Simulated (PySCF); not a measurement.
Basis and Hamiltonian dependence of the excitation energy of Os

Os [Xe] 4f14 5d6 6s2 (5D) → Os [Xe] 4f14 5d8 (3F). All values are computed (PySCF 2.14, energy differences of UHF-based or UKS calculations, no spin-orbit coupling). Values in eV.

| basis | Hamiltonian | functions | UHF | PBE | PBE0 | MP2 (valence) | CCSD(T) (valence) |
| --- | --- | --- | --- | --- | --- | --- | --- |
| aug-cc-pVDZ-PP with ECP60MDF | ECP | 54 | 4.018 | 2.845 | 2.932 | 3.318 | 3.229 |
| aug-cc-pwCVDZ-PP with ECP60MDF | ECP | 70 | 4.036 | 2.866 | 2.954 | 3.267 | 3.200 |
| aug-cc-pVTZ-PP with ECP60MDF | ECP | 88 | 4.062 | 2.878 | 2.977 | 3.105 | 3.069 |
| def2-QZVPPD with the def2 core potential (60 electrons) | ECP | 88 | 3.979 | 2.865 | 2.933 | 2.998 | 2.958 |
| x2c-TZVPPall | spin-free X2C | 97 | 4.044 | 2.960 | 3.030 | 3.128 | 3.093 |
| ANO-RCC-VTZP | spin-free X2C | 104 | 4.049 | 2.956 | 3.013 | 3.149 | 3.103 |
| x2c-TZVPPall with one added diffuse shell each of s, p, d, f type | spin-free X2C | 113 | 4.044 | 2.955 | 3.028 | 3.104 | 3.065 |
| aug-cc-pwCVTZ-PP with ECP60MDF | ECP | 122 | 4.067 | 2.882 | 2.981 | 3.061 | n/a |
| aug-cc-pVQZ-PP with ECP60MDF | ECP | 135 | 4.063 | 2.877 | 2.977 | 2.983 | n/a |

Frozen in the all-electron rows: valence: [Xe] 4f14; with a core potential, the same shells as far as they lie outside it.
